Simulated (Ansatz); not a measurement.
Ge5Se, relaxed as a singlet with RKS r2SCAN-D4/def2-SVP in Ansatz, starting from the GFN2-xTB geometry. Force threshold 0.02 eV/Å.

Another isomer (singlet) lies 0.07 eV lower at r2SCAN-D4/def2-TZVP; other spin states weren't run for this one.

Start:

```xyz
6

Ge    1.5148    0.2314    0.9630
Ge   -0.6353   -1.2682    1.2389
Ge   -0.8626    1.3689    0.9631
Ge    0.8098   -1.3780   -0.9992
Ge    0.5730    1.2656   -1.2733
Se   -1.3996   -0.2196   -0.8925
```

Problem. Estimate the energy that the relaxation releases and the steps that it takes.

Solution. 3.4 kcal/mol, in 5 steps; 27 s on 4 threads of Arm Neoverse V2 on a shared host. No frequencies were taken in this run, so the end may be a saddle point.

Problem. Does the start keep its bonding and symmetry?

Solution. By distances, no bond broke or formed. The bond that changes most is Ge2–Se6, from 2.50 to 2.61 Å (atoms count from 1). Point group C4v at the start, C4v at the end, both within 0.05 Å.

Problem. Predict the relaxed structure.

Solution. 
```xyz
6

Ge    1.5197    0.2347    0.9673
Ge   -0.6202   -1.2863    1.2709
Ge   -0.8559    1.3923    0.9916
Ge    0.8424   -1.3944   -1.0002
Ge    0.6064    1.2843   -1.2796
Se   -1.4924   -0.2305   -0.9500
```
Bond lengths: 8 × Ge–Ge 2.64 to 2.70 Å; 4 × Ge–Se 2.61 Å.
